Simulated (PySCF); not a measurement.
C4H9O, SMILES CC(C)(C)[O], multiplicity 2. Atoms are numbered in the order given.

```xyz
14

C     -0.5797    -1.3749     0.0000
C      0.0819     0.0237     0.0000
C     -0.3104     0.7888    -1.2679
C     -0.3104     0.7888     1.2679
O      1.4203    -0.2674     0.0000
H     -1.6721    -1.2449     0.0000
H     -0.2843    -1.9404     0.8945
H     -0.2843    -1.9404    -0.8945
H     -1.3950     0.9723    -1.3052
H      0.2031     1.7616    -1.2951
H     -0.0133     0.2196    -2.1604
H     -0.0133     0.2196     2.1604
H     -1.3950     0.9723     1.3052
H      0.2031     1.7616     1.2951
```
Charge 0, spin multiplicity 2.

Geometry: PBE0-D3(BJ)/def2-SVP. The isomer is the one that the SMILES or the coordinates give; other isomers of the formula were not compared.

Computed with PBE/pcH-1 (PySCF).

Unrestricted Kohn–Sham, ⟨S²⟩ = 0.752. Hyperfine tensors hold the contact and dipolar terms, without spin-orbit corrections.

Question: Estimate the hyperfine couplings. (Estimate from the structure and the level; the computed values follow.)

Answer: 
| nucleus | A(iso) (MHz) | A(iso) (G) | dipolar principal values (MHz) |
|---|---|---|---|
| 13C no. 1 | 94.9 | 33.9 | -12.4, -12.4, 24.8 |
| 13C no. 2 | -26.3 | -9.4 | -8.1, 0.9, 7.3 |
| 13C no. 3 | 13.5 | 4.8 | -3.4, -3.0, 6.4 |
| 13C no. 4 | 13.5 | 4.8 | -3.4, -3.0, 6.4 |
| 17O no. 5 | -26.5 | -9.4 | -252.0, 125.5, 126.6 |
| 1H no. 6 | 50.7 | 18.1 | -6.5, -2.3, 8.8 |
| 1H no. 7 | -7.6 | -2.7 | -8.5, -3.0, 11.4 |
| 1H no. 8 | -7.6 | -2.7 | -8.5, -3.0, 11.4 |
| 1H no. 9 | 3.8 | 1.4 | -2.9, -1.6, 4.5 |
| 1H no. 10 | -0.1 | 0.0 | -4.4, -2.6, 7.0 |
| 1H no. 11 | -0.3 | -0.1 | -3.8, -3.4, 7.2 |
| 1H no. 12 | -0.3 | -0.1 | -3.8, -3.4, 7.2 |
| 1H no. 13 | 3.8 | 1.4 | -2.9, -1.6, 4.5 |
| 1H no. 14 | -0.1 | 0.0 | -4.4, -2.6, 7.0 |
